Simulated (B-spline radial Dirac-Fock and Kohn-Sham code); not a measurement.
# Atomic SCF run for O²⁺

ΔSCF core binding energies without Breit or QED terms, calculated with a radial finite-basis atomic code. Keys: rel is the Hamiltonian (dirac, or spin-free x2c and nr, where L3 and M5 stand for the whole 2p and 3d shells), method is hf or an exchange,correlation pair (spin-unpolarised, also for the hole states), nuc the nuclear model, radius_factor scales its radius, rmax is the box in bohr, h the logarithmic mesh step, order the B-spline order, points the quadrature points per cell, c_factor scales the speed of light, and damp, ndamp, maxit and tol steer the iteration. The run stops when the commutator error falls below 10·tol·max(1, Z/10), or the numerical noise floor, and the energy has settled to about 1e-8 Ha; the virial ratio is −V/T.

Input (task.json):

```json
{"items": [{"Z": 8, "q": 2, "cfg": [[1, 0, 2], [2, 0, 2], [2, 1, 2]], "A": 16, "rrms": 2.6991, "do": "settings", "holes": ["K", "L3", "M5"],
  "settings": [{"rel": "dirac", "method": "hf", "nuc": "fermi", "radius_factor": 1.0, "rmax": 2.0, "h": 0.3, "order": 8, "points": 10, "c_factor": 1.0, "maxit": 98, "damp": 0.5, "ndamp": 3, "tol": 1e-08}]}]}
```

Command: `python xray2_run.py task.json out`

Ground-state iterations:

```
iter   energy (Ha)        error
   1      -71.75541640  3.16e-01
   2      -72.40119078  9.74e-03
   3      -72.40429530  4.36e-03
   4      -72.40499205  1.96e-03
   5      -72.40520472  5.01e-04
   6      -72.40520653  6.46e-05
   7      -72.40520656  9.15e-07
   8      -72.40520656  2.77e-08
```

The ground state converged in 8 iterations, with total energy -72.40521 Ha, virial ratio 1.94398 and highest orbital energy -45.14 eV. ΔSCF binding energies: K (1s) 586.5 eV. Holes are computed only in closed shells, and unreliable hole states are left out.

Problem. One setting is unsound. Which, and why?

Solution. rmax squeezes the outer orbitals. With the default settings (Dirac Hartree-Fock): The ground state converged in 9 iterations, with total energy -73.10500 Ha, virial ratio 1.99845 and highest orbital energy -54.25 eV. ΔSCF binding energies: K (1s) 595.9 eV. Holes are computed only in closed shells, and unreliable hole states are left out.
